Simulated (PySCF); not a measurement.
## Correlation energy of Sb³⁺ (antimony, charge +3)

[Kr] 4d10 5s2, closed-shell 1S. Computed with PySCF 2.14 in x2c-TZVPPall with one added diffuse shell each of s, p, d, f type (9s7p5d3f, 76 functions), with scalar relativity by spin-free X2C-1e. Frozen: [Ar] 3d10; 20 electrons correlated.

```
  level  correlation energy (mhartree)
   CCSD                        -333.39
    (T)                          -6.23
CCSD(T)                        -339.62
```

Diagnostics: T1 = 0.0069, D1 = 0.0182, largest double amplitude 0.076.

Cost of the coupled-cluster step: about 7 core-seconds, for 20 correlated electrons.

This basis was not built for core-valence correlation, so the inner-shell part is incomplete.
